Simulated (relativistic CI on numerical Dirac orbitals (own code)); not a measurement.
# Hyperfine structure of Gd¹¹⁺, mass number 157

Calculated at this level of theory: Dirac-Coulomb-Breit CI, separate exchange-only KLI orbitals for each configuration, model QED (radiative potential, 1s self-energy scaled to tabulated hydrogen-like ionisation energies), unscaled Slater integrals (own radial code, finite nucleus).

Configurations in the expansion (outside the closed core [Kr] 4d10): 4f5 5s2, 4f3 5s2 5p2, 4f4 5s2 5p, 4f6 5s, 4f3 5s2 5p 6s, 4f4 5s2 6s, 4f3 5s2 6s2, 4f4 5s2 7s. Levels of other configurations are missing.

Nuclear spin I = 3/2, μ = -0.3398 μN, Q = 1.35 b (tables of Stone and Pyykkö). The electronic factors are computed for point nuclear moments, without core polarisation or the Bohr-Weisskopf and QED corrections.

```csv
Level,E (cm⁻¹),A (MHz),B (MHz)
4f5 5s2 6H°_5/2,0.0,-345.7,-1360
4f5 5s2 6H°_7/2,1582.7,-239,-1160
4f5 5s2 6H°_9/2,3417.8,-193.8,-1210
4f5 5s2 6H°_11/2,5419.8,-173.2,-1420
4f5 5s2 6H°_13/2,7522.6,-164.5,-1740
4f5 5s2 6H°_15/2,9670.7,-162.5,-2170
4f5 5s2 6F°_1/2,10530.1,-675.7,
4f5 5s2 6F°_3/2,10874.4,-240.3,-109
```

Levels with J = 0, under 50 % of one LS term, or S terms without an open s electron are left out. Small factors come from cancelling terms and can be off by tens of per cent or more.

At this charge transitions that keep the count of f electrons are usually good to a few per cent. Terms inside the open d or f shell come out 10 to 20 % too wide with unscaled integrals. Levels and lines within the n = 5 or 6 shells can be off by up to 10 % or somewhat more, and those that change n by about 2 %, since core polarisation is missing. Levels that differ in their count of f electrons can be misplaced by several ten thousand cm⁻¹, since the correlation energy of f electrons is missing or only estimated; rates across such gaps can be off by orders of magnitude.

Task: Give the hyperfine levels of 4f5 5s2 6H°_5/2 relative to its centre of gravity.

Result: With K = F(F + 1) − I(I + 1) − J(J + 1), E = AK/2 + B[¾K(K + 1) − I(I + 1)J(J + 1)]/[2I(2I − 1)J(2J − 1)]: F = 1: 863.5, F = 2: 1260, F = 3: 834.1, F = 4: -1636 MHz.

LS names give the leading component of a level, which can be under half, so a name can repeat, a term be missing and a line seem to break the LS rules.
